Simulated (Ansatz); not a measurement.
Mulliken charges of CH₃F₂GaO (`FC[O][GaH][F]`) from B3LYP/def2-TZVPP in Ansatz (PBE0-D4/def2-TZVP geometry).

```
atom   x (Å)   y (Å)   z (Å)  charge (e)
  F1  -0.099  -0.431   1.180      -0.260
  C2   1.051   0.207   0.509       0.174
  O3   0.734   0.227  -0.788      -0.419
 Ga4  -1.042  -0.264  -0.792       0.664
  F5  -2.093   1.103  -0.494      -0.387
  H6   1.114   1.189   0.990       0.127
  H7   1.900  -0.438   0.757       0.125
  H8  -1.566  -1.594  -1.362      -0.024
```

**Question.** By hand: the dipole of these point charges (1 e Å = 4.8032 D).

**Answer.** Σ q r = (0.436, -0.415, 0.030) e Å, of length 0.603 e Å = 2.90 D.

**Question.** How does the dipole of the full density compare? (Best estimate.)

**Answer.** Ansatz gave: (0.357, -0.309, 0.070) e Å, 2.29 D; the point charges give 1.27 times that, at 6° from its direction.

Point charges leave out the atoms' own dipoles, such as those of lone pairs, and Mulliken's split depends on the basis, so the two needn't agree.

B3LYP here is the variant with VWN-RPA as its local correlation; programs differ in this.
